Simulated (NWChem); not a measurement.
System: SiHCl, singlet; SMILES [SiH]Cl

NWChem printed, in part:

```
             Northwest Computational Chemistry Package (NWChem) 7.3.0
             --------------------------------------------------------

 CS  symmetry detected

                             Geometry "geometry" -> ""
                             -------------------------

 Output coordinates in angstroms (scale by  1.889725989 to convert to a.u.)

  No.       Tag          Charge          X              Y              Z
 ---- ---------------- ---------- -------------- -------------- --------------
    1 Si                  14.0000    -0.08034568    -1.10415368     0.00000000
    2 H                    1.0000     1.44652882    -1.29048142     0.00000000
    3 Cl                  17.0000    -0.01892290     0.98521370     0.00000000

 Effective nuclear repulsion energy (a.u.)      68.3925021020

      Symmetry information
      --------------------

 Group name             Cs
 Group number              2
 Group order               2
 No. of unique centers     3

                                Z-matrix (autoz)
                                --------

 Units are Angstrom for bonds and degrees for angles

      Type          Name      I     J     K     L     M      Value
      ----------- --------  ----- ----- ----- ----- ----- ----------
    1 Stretch                  1     2                       1.53820
    2 Stretch                  1     3                       2.09027
    3 Bend                     2     1     3                95.27364

  pbe96 is a nonlocal functional; adding pw91lda local functional.

                           NWChem Geometry Optimization
                           ----------------------------

 maximum gradient threshold         (gmax) =   0.000450
 rms gradient threshold             (grms) =   0.000300
 maximum cartesian step threshold   (xmax) =   0.001800
 rms cartesian step threshold       (xrms) =   0.001200
 fixed trust radius                (trust) =   0.300000
 source of zmatrix                         =   autoz

          -------------------
          Energy Minimization
          -------------------

 Using diagonal initial Hessian
 Scaling for Hessian diagonals: bonds = 1.00  angles = 0.25  torsions = 0.10

          --------
          Step   0

                                 NWChem DFT Module
                                 -----------------

 Summary of "ao basis" -> "ao basis" (spherical)
 ------------------------------------------------------------------------------
       Tag                 Description            Shells   Functions and Types
 ---------------- ------------------------------  ------  ---------------------
 Si                        def2-tzvpp               14       42   5s5p3d1f
 H                         def2-tzvpp                6       14   3s2p1d
 Cl                        def2-tzvpp               14       42   5s5p3d1f

      Symmetry analysis of basis
      --------------------------

        a'         66
        a"         32

            General Information
            -------------------
          SCF calculation type: DFT
          Wavefunction type:  closed shell.
          No. of atoms     :     3
          No. of electrons :    32
           Alpha electrons :    16
            Beta electrons :    16
          Charge           :     0
          Spin multiplicity:     1
          Use of symmetry is: on ; symmetry adaption is: on
          Maximum number of iterations: 150
          AO basis - number of functions:    98
                     number of shells:    34
          Convergence on energy requested:  1.00D-06
          Convergence on density requested:  1.00D-05
          Convergence on gradient requested:  5.00D-04

              XC Information
              --------------
          PerdewBurkeErnzerhof Exchange Functional  1.000
            Perdew 1991 LDA Correlation Functional  1.000 local
           PerdewBurkeErnz. Correlation Functional  1.000 non-local

             Grid Information
             ----------------
          Grid used for XC integration:  medium
          Radial quadrature: Mura-Knowles
          Angular quadrature: Lebedev.
          Tag              B.-S. Rad. Rad. Pts. Rad. Cut. Ang. Pts.
          ---              ---------- --------- --------- ---------
          Si                  1.10       88           8.0       590
          H                   0.35       45           8.0       434
          Cl                  1.00       88           9.0       590
          Grid pruning is: on
          Number of quadrature shells:   221
          Spatial weights used:  Erf1

      Superposition of Atomic Density Guess
      -------------------------------------

 Sum of atomic energies:        -748.81290830

      Non-variational initial energy
      ------------------------------

 Total energy =    -748.969653
 1-e energy   =   -1172.240186
 2-e energy   =     354.878030
 HOMO         =      -0.231500
 LUMO         =      -0.069238

      Symmetry analysis of molecular orbitals - initial
      -------------------------------------------------

  Numbering of irreducible representations:

     1 a'          2 a"

  Orbital symmetries:

     1 a'          2 a'          3 a'          4 a'          5 a'
     6 a"          7 a'          8 a'          9 a'         10 a"
    11 a'         12 a'         13 a'         14 a"         15 a'
    16 a'         17 a"         18 a'         19 a'         20 a'
    21 a'         22 a"         23 a'         24 a"         25 a'
    26 a'

   convergence    iter        energy       DeltaE   RMS-Dens  Diis-err
 ---------------- ----- ----------------- --------- --------- ---------
 d= 0,ls=0.0,diis     1   -749.9231452432 -8.18D+02  9.54D-03  1.02D+00
 d= 0,ls=0.0,diis     2   -749.8400064877  8.31D-02  9.90D-03  7.62D-01
 d= 0,ls=0.0,diis     3   -749.9022528796 -6.22D-02  4.15D-03  4.21D-01
 d= 0,ls=0.0,diis     4   -749.9645263501 -6.23D-02  1.12D-03  5.03D-03
 d= 0,ls=0.0,diis     5   -749.9652502903 -7.24D-04  3.38D-04  1.07D-03
  Resetting Diis
 d= 0,ls=0.0,diis     6   -749.9653734443 -1.23D-04  9.52D-05  1.57D-04
 d= 0,ls=0.0,diis     7   -749.9653993562 -2.59D-05  2.56D-05  2.85D-06
 d= 0,ls=0.0,diis     8   -749.9653985335  8.23D-07  1.90D-05  7.91D-06
 d= 0,ls=0.0,diis     9   -749.9653996920 -1.16D-06  3.68D-06  2.72D-07
 d= 0,ls=0.0,diis    10   -749.9653997183 -2.63D-08  6.45D-07  8.14D-09

         Total DFT energy =     -749.965399718349
      One electron energy =    -1173.333032323524
           Coulomb energy =      404.117038315715
    Exchange-Corr. energy =      -49.141907812501
 Nuclear repulsion energy =       68.392502101961

 Numeric. integr. density =       32.000003043098

                  Occupations of the irreducible representations
                  ----------------------------------------------

                     irrep           alpha         beta
                     --------     --------     --------
                     a'               13.0         13.0
                     a"                3.0          3.0

                       DFT Final Molecular Orbital Analysis
                       ------------------------------------

 Vector   14  Occ=2.000000D+00  E=-3.148925D-01  Symmetry=a"
              MO Center= -2.3D-02,  7.7D-01,  3.6D-14, r^2= 1.5D+00
   Bfn.  Coefficient  Atom+Function         Bfn.  Coefficient  Atom+Function
  ----- ------------  ---------------      ----- ------------  ---------------
    73      0.512184  3 Cl pz                76      0.312782  3 Cl pz
    70      0.239054  3 Cl pz                64     -0.199148  3 Cl pz
    17      0.137872  1 Si pz                67     -0.089944  3 Cl pz
    20      0.066075  1 Si pz                 8     -0.050764  1 Si pz
    14      0.046611  1 Si pz                32      0.039653  1 Si d -1

 Vector   15  Occ=2.000000D+00  E=-3.030044D-01  Symmetry=a'
              MO Center= -8.8D-02,  4.9D-01,  1.1D-15, r^2= 2.2D+00
   Bfn.  Coefficient  Atom+Function         Bfn.  Coefficient  Atom+Function
  ----- ------------  ---------------      ----- ------------  ---------------
    71      0.441843  3 Cl px                74      0.274884  3 Cl px
    72     -0.210688  3 Cl py                68      0.208341  3 Cl px
     4     -0.202771  1 Si s                  5     -0.191883  1 Si s
    62     -0.172408  3 Cl px                75     -0.134583  3 Cl py
    16      0.121856  1 Si py                 3      0.119519  1 Si s

 Vector   16  Occ=2.000000D+00  E=-2.170832D-01  Symmetry=a'
              MO Center= -3.7D-02, -9.2D-01,  7.4D-15, r^2= 3.0D+00
   Bfn.  Coefficient  Atom+Function         Bfn.  Coefficient  Atom+Function
  ----- ------------  ---------------      ----- ------------  ---------------
     5      0.426999  1 Si s                  4      0.329265  1 Si s
    15     -0.301755  1 Si px                71      0.232221  3 Cl px
    45     -0.207106  2 H  s                 44     -0.201939  2 H  s
     3     -0.191813  1 Si s                 74      0.190739  3 Cl px
    18     -0.149797  1 Si px                43     -0.119413  2 H  s

 Vector   17  Occ=0.000000D+00  E=-1.405731D-01  Symmetry=a"
              MO Center= -3.9D-02, -9.5D-01,  4.6D-14, r^2= 2.9D+00
   Bfn.  Coefficient  Atom+Function         Bfn.  Coefficient  Atom+Function
  ----- ------------  ---------------      ----- ------------  ---------------
    17      0.524803  1 Si pz                20      0.448621  1 Si pz
    76     -0.213614  3 Cl pz                73     -0.189792  3 Cl pz
     8     -0.171168  1 Si pz                14      0.167682  1 Si pz
    70     -0.103252  3 Cl pz                11     -0.077673  1 Si pz
    64      0.076459  3 Cl pz                88     -0.042634  3 Cl d -1

[...]

      ----------------------
      Optimization converged
      ----------------------

  Step       Energy      Delta E   Gmax     Grms     Xrms     Xmax
  ---- ---------------- -------- -------- -------- -------- --------
@    4    -749.96542963  2.1D-08  0.00005  0.00003  0.00007  0.00012
                                     ok       ok       ok       ok

                                Z-matrix (autoz)
                                --------

 Units are Angstrom for bonds and degrees for angles

      Type          Name      I     J     K     L     M      Value     Gradient
      ----------- --------  ----- ----- ----- ----- ----- ---------- ----------
    1 Stretch                  1     2                       1.54405    0.00005
    2 Stretch                  1     3                       2.09600    0.00003
    3 Bend                     2     1     3                94.55376    0.00001

                         Geometry "geometry" -> "geometry"
                         ---------------------------------

 Output coordinates in angstroms (scale by  1.889725989 to convert to a.u.)

  No.       Tag          Charge          X              Y              Z
 ---- ---------------- ---------- -------------- -------------- --------------
    1 Si                  14.0000    -0.08611458    -1.10972476     0.00000000
    2 H                    1.0000     1.44798437    -1.28475153     0.00000000
    3 Cl                  17.0000    -0.01460955     0.98505489     0.00000000

 Effective nuclear repulsion energy (a.u.)      68.2175456586

      Symmetry information
      --------------------

 Group name             Cs
 Group number              2
 Group order               2
 No. of unique centers     3

                Final and change from initial internal coordinates
                --------------------------------------------------

                                Z-matrix (autoz)
                                --------

 Units are Angstrom for bonds and degrees for angles

      Type          Name      I     J     K     L     M      Value       Change
      ----------- --------  ----- ----- ----- ----- ----- ---------- ----------
    1 Stretch                  1     2                       1.54405    0.00585
    2 Stretch                  1     3                       2.09600    0.00573
    3 Bend                     2     1     3                94.55376   -0.71988

 ==============================================================================
                                internuclear distances
 ------------------------------------------------------------------------------
       center one      |      center two      | atomic units |  angstroms
 ------------------------------------------------------------------------------
    2 H                |   1 Si               |     2.91783  |     1.54405
    3 Cl               |   1 Si               |     3.96087  |     2.09600
 ------------------------------------------------------------------------------
                         number of included internuclear distances:          2
 ==============================================================================

[second-derivative integrals and response iterations left out]

  Vibrational analysis via the FX method

  See chapter 2 in "Molecular Vibrations" by Wilson, Decius and Cross

  Vib: Default input used

 ---------------------------- Atom information ----------------------------
     atom    #        X              Y              Z            mass
 --------------------------------------------------------------------------
    Si       1 -1.6273297D-01 -2.0970757D+00  0.0000000D+00  2.7976930D+01
    H        2  2.7362937D+00 -2.4278284D+00  0.0000000D+00  1.0078250D+00
    Cl       3 -2.7608037D-02  1.8614838D+00  0.0000000D+00  3.4968850D+01
 --------------------------------------------------------------------------

[unprojected Hessian and modes left out]

        Vibrational analysis via the FX method
  --- with translations and rotations projected out ---
  --- via the Eckart algorithm                      ---
 Projected Nuclear Hessian trans-rot subspace norm:6.1079D-34
                         (should be close to zero!)

[projected Hessian left out]

 Rotational Constants
 --------------------
 A=   7.352199 cm-1  ( 10.577938 K)
 B=   0.240892 cm-1  (  0.346582 K)
 C=   0.233249 cm-1  (  0.335586 K)

 Temperature                      =   298.15K
 frequency scaling parameter      =   1.0000

 Zero-Point correction to Energy  =    4.599 kcal/mol  (  0.007328 au)
 Thermal correction to Energy     =    6.568 kcal/mol  (  0.010466 au)
 Thermal correction to Enthalpy   =    7.160 kcal/mol  (  0.011410 au)

 Total Entropy                    =   60.129 cal/mol-K
   - Translational                =   38.368 cal/mol-K (mol. weight =  63.9536)
   - Rotational                   =   20.886 cal/mol-K (symmetry #  =        1)
   - Vibrational                  =    0.874 cal/mol-K

 Cv (constant volume heat capacity) =    7.902 cal/mol-K
   - Translational                  =    2.979 cal/mol-K
   - Rotational                     =    2.979 cal/mol-K
   - Vibrational                    =    1.943 cal/mol-K

[normal modes left out]

 ----------------------------------------------------------------------------
 Normal Eigenvalue ||           Projected Infra Red Intensities
  Mode   [cm**-1]  || [atomic units] [(debye/angs)**2] [(KM/mol)] [arbitrary]
 ------ ---------- || -------------- ----------------- ---------- -----------
    1        0.000 ||    0.000142           0.003         0.139       0.032
    2        0.000 ||    0.000548           0.013         0.534       0.123
    3        0.000 ||    0.000214           0.005         0.209       0.048
    4        0.000 ||    0.000270           0.006         0.264       0.061
    5        0.000 ||    0.000218           0.005         0.212       0.049
    6        0.000 ||    0.000000           0.000         0.000       0.000
    7      504.864 ||    0.088287           2.037        86.067      19.763
    8      776.918 ||    0.040367           0.931        39.352       9.036
    9     1936.562 ||    0.272003           6.275       265.162      60.889
 ----------------------------------------------------------------------------
```

Level: PBE/def2-TZVPP. Low-valent species are run as closed-shell singlets; no triplet was tried in these runs.

Problem. Which NWChem input produces such a log?

Solution. Several could match; the one computed here: the input that was run:
```
start job
memory heap 200 mb stack 700 mb global 900 mb
geometry units angstroms
  Si    -0.109798    -1.102813     0.000000
  H      1.413583    -1.315825     0.000000
  Cl    -0.011831     0.985160     0.000000
end
basis spherical
  Si library def2-tzvpp
  H library def2-tzvpp
  Cl library def2-tzvpp
end
dft
  xc xpbe96 cpbe96
  iterations 150
end
driver
  maxiter 120
end
task dft optimize
task dft freq
```
